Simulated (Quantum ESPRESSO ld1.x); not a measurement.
One sound ld1.x (Quantum ESPRESSO 7.5) input for neutral tellurium gives E = -6788.8890 hartree in 38 iterations:

```
 &input
    zed=52.0,
    iswitch=1,
    rel=1,
    lsd=1,
    dft='SLA-VWN',
    config='[Kr] 4d10 5s2 5p4',
    prefix='ld1',
    max_out_wfc=37,
    file_charge='ld1.rho',
 /
```

Changed or added lines, one case at a time, and what came of them:

- dx=0.1: inaccurate. The radial step is too large to integrate the orbitals; the run ends without a warning, but the energy is off by -0.02219 hartree against the default mesh.
- config='[Kr] 4d10 5s2 5p4 6d-1': harmless. A negative occupation marks a state as unused; the result equals that of the sound run.
- config='[Kr] 4d10 5s2 5p4 5p4': refused. The program stops in occ_spin with "wrong occupations": a shell may stand twice only as spin up and down (lsd = 1) or as its two j (rel = 2, l > 0), within their capacities.
- tr2=1e-3: inaccurate. The cycle stops early, after 7 iterations, and the energy is off by +0.0443 hartree against the sound run.
- relpert=.true. (without lsd): refused. The program stops in ld1_readin with "perturbative SO-splitting for AE calculations with rel=0 only": the perturbative correction needs rel = 0.
- lsd=2: refused. The program stops in ld1_readin with "lsd not correct": lsd takes 0 or 1.
- config='[Kr] 4d10 5s2 5p4 1s1': refused. The program stops in occ_spin with "wrong occupations": the bracketed core already holds 1s.
